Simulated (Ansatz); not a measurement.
`[NH]=[Nb]([NH2])([F])[Cl]` and `[CH3][Nb](=[NH])([F])[Cl]` differ in one atom or group.

Ansatz, PBE0-D4/def2-TZVP geometries, multiplicity 1. Each molecule was computed in one conformer, which needn't be the lowest.

Elements past krypton have def2 core potentials.

```
                                        property  `[NH]=[Nb]([NH2])([F])[Cl]`
               HOMO energy (PBE/def2-TZVPP) / eV                        -6.89
           HOMO energy (ωB97M-V/def2-TZVPP) / eV                       -10.56
             HOMO–LUMO gap (PBE/def2-TZVPP) / eV                         4.50
size of the dipole moment (B3LYP/def2-TZVPP) / D                         2.83
         HOMO–LUMO gap (ωB97M-V/def2-TZVPP) / eV                        11.08
            HOMO–LUMO gap (PBE0/def2-TZVPP) / eV                         6.71
```

Q: What does the change do to each property? (Best estimate.)

A: Computed: 
```
                                        property  `[CH3][Nb](=[NH])([F])[Cl]`  shift
               HOMO energy (PBE/def2-TZVPP) / eV                        -7.02  -0.13
           HOMO energy (ωB97M-V/def2-TZVPP) / eV                       -10.65  -0.09
             HOMO–LUMO gap (PBE/def2-TZVPP) / eV                         4.04  -0.46
size of the dipole moment (B3LYP/def2-TZVPP) / D                         1.55  -1.28
         HOMO–LUMO gap (ωB97M-V/def2-TZVPP) / eV                        10.67  -0.41
            HOMO–LUMO gap (PBE0/def2-TZVPP) / eV                         6.25  -0.46
```

With PBE0 the HOMO falls by 0.09 eV and the LUMO falls by 0.55 eV, so the gap narrows by about 0.46 eV. PBE moves the HOMO by -0.13 eV and ωB97M-V by -0.09 eV. The zero-point energy changes by 24.3 kJ/mol with +3 modes. Dipoles are sizes alone; their direction can turn.

B3LYP here is the variant with VWN-RPA as its local correlation; programs differ in this.
